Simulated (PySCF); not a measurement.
Job file and geometry (Å, from GFN2-xTB) of an NMR shielding run on SMILES CC(=O)/C=C(/[O-])CCO, [C$_{6}$H$_{9}$O$_{3}$]-, GIAO PBE0/pcSseg-1 NMR shielding, non-relativistic, gas phase (PySCF 2.14.0, density-fitted response routines); density fitting, a coarse starting grid and PySCF grid level 2 are the driver's defaults:

```
$ OMP_NUM_THREADS=1 python probes_run.py task.json out

{"job": {"kind": "nmr", "xc": "PBE0", "basis": "pcSseg-1"}, "charge": -1, "multiplicity": 1}
C      3.174571    -0.493034    -0.401945
C      1.731992    -0.182743     0.041248
O      1.482261    -0.207106     1.257604
C      0.862269     0.089494    -1.026979
C     -0.499268     0.400625    -0.999048
O     -1.167303     0.607704    -2.047110
C     -1.219322     0.508743     0.343627
C     -2.576883    -0.194378     0.278623
O     -3.401624     0.334111    -0.729106
H      3.564479     0.315970    -1.017422
H      3.809264    -0.616652     0.474078
H      3.192867    -1.411593    -0.987223
H      1.298279     0.046126    -2.019640
H     -0.598653     0.084661     1.129928
H     -1.382974     1.570562     0.554296
H     -3.114145    -0.089822     1.232153
H     -2.413711    -1.273123     0.102294
H     -2.750859     0.516772    -1.461795
```

Task: What does the program print?

Result: 
```
coarse grid: 15360 points
cycle   1  E = -458.8496784189  dE =  1.308e+00  |g| = 1.211e+00  |ddm| = 3.835e+00
cycle   2  E = -458.2478545988  dE =  6.018e-01  |g| = 2.155e+00  |ddm| = 3.990e+00
cycle   3  E = -459.1060615622  dE = -8.582e-01  |g| = 3.488e-01  |ddm| = 3.135e+00
cycle   4  E = -459.1325293792  dE = -2.647e-02  |g| = 8.517e-02  |ddm| = 4.010e-01
cycle   5  E = -459.1336213080  dE = -1.092e-03  |g| = 3.613e-02  |ddm| = 8.956e-02
cycle   6  E = -459.1338818343  dE = -2.605e-04  |g| = 8.071e-03  |ddm| = 3.851e-02
cycle   7  E = -459.1338901398  dE = -8.306e-06  |g| = 4.652e-03  |ddm| = 1.156e-02
cycle   8  E = -459.1338942094  dE = -4.070e-06  |g| = 7.950e-04  |ddm| = 4.558e-03
final grid: 149224 points
cycle   9  E = -459.2173634693  dE = -2.347e-05  |g| = 1.627e-02  |ddm| = 3.669e-02
cycle  10  E = -459.2172405714  dE =  1.229e-04  |g| = 3.019e-02  |ddm| = 3.841e-02
cycle  11  E = -459.2174118163  dE = -1.712e-04  |g| = 2.820e-03  |ddm| = 2.832e-02
cycle  12  E = -459.2174133227  dE = -1.506e-06  |g| = 3.704e-04  |ddm| = 2.500e-03
cycle  13  E = -459.2174133431  dE = -2.033e-08  |g| = 1.733e-04  |ddm| = 4.448e-04
cycle  14  E = -459.2174133493  dE = -6.205e-09  |g| = 3.299e-05  |ddm| = 1.706e-04
cycle  15  E = -459.2174133494  dE = -1.355e-10  |g| = 2.274e-05  |ddm| = 5.172e-05
converged SCF energy = -459.2174133494

GIAO shielding tensors (ppm)
atom      isotropic    diamagn.    paramagn.     s11        s22        s33       span
  0 C      153.703     252.590     -98.887    116.117    154.178    190.814     74.697
  1 C       -0.687     243.839    -244.526   -102.611     -1.044    101.594    204.205
  2 O     -129.281     407.932    -537.213   -517.142   -211.450    340.748    857.890
  3 C       89.670     258.090    -168.421      8.942    126.296    133.771    124.829
  4 C      -11.407     249.600    -261.007    -89.049    -46.302    101.129    190.177
  5 O      -70.067     401.713    -471.780   -386.909   -128.242    304.950    691.858
  6 C      149.223     251.055    -101.833    135.923    151.338    160.407     24.484
  7 C      118.203     244.856    -126.653     93.929    104.294    156.386     62.457
  8 O      301.966     394.391     -92.425    269.888    292.845    343.165     73.277
  9 H       29.716      30.103      -0.387     26.228     29.919     32.999      6.771
 10 H       30.988      29.903       1.086     28.186     29.641     35.139      6.953
 11 H       29.559      30.348      -0.789     26.263     29.595     32.818      6.554
 12 H       26.954      35.276      -8.322     23.671     24.981     32.211      8.539
 13 H       27.052      33.119      -6.067     20.969     25.132     35.055     14.086
 14 H       30.179      31.623      -1.444     27.358     29.053     34.126      6.768
 15 H       28.064      29.459      -1.395     23.043     28.184     32.964      9.921
 16 H       27.650      30.859      -3.209     23.085     27.962     31.904      8.819
 17 H       23.408      31.190      -7.783      7.954     20.852     41.417     33.463
```

Task: Turn these shieldings into chemical shifts. References, each an isolated molecule treated in the same way: TMS for ¹³C (186.93 ppm) and ¹H (31.72 ppm); ¹⁷O (336.08 ppm) against H2O.

Result: Averaging equivalent atoms: C 4: 198.3; C 1: 187.6; C 3: 97.3; C 7: 68.7; C 6: 37.7; C 0: 33.2; O 2: 465.4; O 5: 406.1; O 8: 34.1; H 17: 8.31; H 12: 4.76; H 15/16: 3.86; H 13/14: 3.10; H 9/10/11: 1.63 ppm. Unscaled 17O shifts of doubly bonded oxygen tend to come out too high, by tens of ppm or more. Experimental scales use liquid or dissolved standards, which lie at an offset from isolated H2O (liquid H2O: subtract about 36 ppm).

Size and cost of the density-fitted run: 198 basis functions, 38 s wall time on 1 thread of an Intel Xeon Platinum 8488C, shared host; peak memory 0.86 GiB.
